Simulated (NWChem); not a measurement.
## Correlation energy of Br

```
Br
```
Charge 0, spin multiplicity 2.

The numbers come from NWChem runs, not from measurements.

Basis set: def2-TZVP. Each correlation energy counts from its own Hartree-Fock reference.

The Hamiltonian is non-relativistic. The correlated methods keep 9 core orbitals frozen. The stability of the SCF solutions was not checked. Open-shell Hartree-Fock references start from PBE0 orbitals. No row is a measurement; the coupled-cluster row has its own basis-set and correlation limits.

### Question
Order these methods by the correlation energy they give, lowest first: SCS-UMP2, CCSD(T) on UHF, CCSD on UHF, UMP2.

### Answer
CCSD(T) on UHF (-263.5 mHa), CCSD on UHF (-256.8 mHa), UMP2 (-245.2 mHa), SCS-UMP2 (-230.3 mHa)
